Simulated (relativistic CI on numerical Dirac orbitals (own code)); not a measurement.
## Eu3+ (4f6) in a crystal field

Calculated by Dirac-Coulomb-Breit CI, KLI orbitals optimised for each configuration, a model potential for QED, valence Slater integrals scaled by 0.75, one configuration in a parametric crystal field (own radial code).

Field parameters in Wybourne normalisation. The field is a parameter set, without covalency.

S is read from ⟨S²⟩ = S(S + 1).

Powder χT (cm³ K mol⁻¹) by Van Vleck's formula, with temperature-independent terms:

```csv
Field,2 K,5 K,10 K,20 K,50 K,100 K,200 K,300 K
"C2v, B20 = -390, B22 = -320, B40 = -500, B42 = 280, B44 = 120, B60 = -250, B62 = 210, B64 = 100, B66 = -570 cm⁻¹",0.00984,0.0246,0.0492,0.0984,0.246,0.492,0.922,1.21
"D3d, B20 = 470, B40 = -1520, B43 = 810, B60 = 180, B63 = -790, B66 = 390 cm⁻¹",0.00981,0.0245,0.049,0.0981,0.245,0.491,0.928,1.23
```

Task: For D3d, B20 = 470, B40 = -1520, B43 = 810, B60 = 180, B63 = -790, B66 = 390 cm⁻¹: what effective moment follows at 300 K?

Result: μ_eff = √(8χT) = 3.13 μB. The LS value g√(J(J + 1)) of the free ion's 7F_0 level is 0.00 μB. The ground level is a non-magnetic singlet, so χT starts at zero and rises through temperature-independent paramagnetism and the filling of excited levels.
